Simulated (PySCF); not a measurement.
A side-by-side comparison of computed properties.

First species: C5H9NOSi.
SMILES: `CC(/C=N/[SiH3])=C\C=O`

Second species: C3H11O2PSi3.
Z-matrix (Å and degrees, GFN2-xTB geometry), rows numbered from 1:
```
O 
C   1  1.2201
C   2  1.4641  1  126.37
Si  3  1.9271  2  108.14  1    93.96
C   2  1.5131  1  115.82  3   175.13
O   5  1.2104  2  123.29  1   158.67
Si  5  1.9128  2  108.93  1   -15.78
Si  7  2.3258  5  106.42  2    72.04
P   8  2.2495  7  107.97  5   165.52
H   3  1.0884  2  111.31  1   -25.73
H   3  1.0890  2  109.61  1  -148.64
H   4  1.4615  3  108.63  2   -59.19
H   4  1.4630  3  105.48  2  -178.27
H   4  1.4607  3  109.01  2    62.02
H   7  1.4684  5  105.16  2  -165.12
H   7  1.4663  5  105.73  2   -52.38
H   8  1.4676  7  114.49  5   -70.39
H   8  1.4734  7  112.97  5    51.29
H   9  1.3808  8   95.08  7   164.82
H   9  1.3824  8   95.05  7    72.07
```

Levels: PBE0/pcSseg-1 for HOMO energy, LUMO energy and HOMO–LUMO gap. Geometries: GFN2-xTB. All species are isolated and taken at one optimised geometry, non-relativistic unless stated. Electronic properties by PySCF.

Dipoles, sizes and rotational constants follow the conformer. The torsions of the flexible species, by atom-mapped SMILES:
- `[CH3:1][C:2](/[CH:3]=[N:4]/[SiH3:5])=[CH:6]\[CH:7]=[O:8]`: C1–C2–C3–N4 177°, C2–C6–C7–O8 2°

The conformers of `O=C(C[SiH3])C(=O)[SiH2][SiH2]P` aren't listed.

Values for the first species:

| Item | Value |
| --- | --- |
| HOMO energy | -7.36 eV |
| LUMO energy | -2.77 eV |
| HOMO–LUMO gap | 4.59 eV |

Question: Estimate the same properties for the second species, and the change in each.

Answer: 
| property | first | second | second less first |
| --- | --- | --- | --- |
| HOMO energy | -7.36 eV | -6.97 eV | +0.39 eV |
| LUMO energy | -2.77 eV | -2.89 eV | -0.12 eV |
| HOMO–LUMO gap | 4.59 eV | 4.08 eV | -0.51 eV |

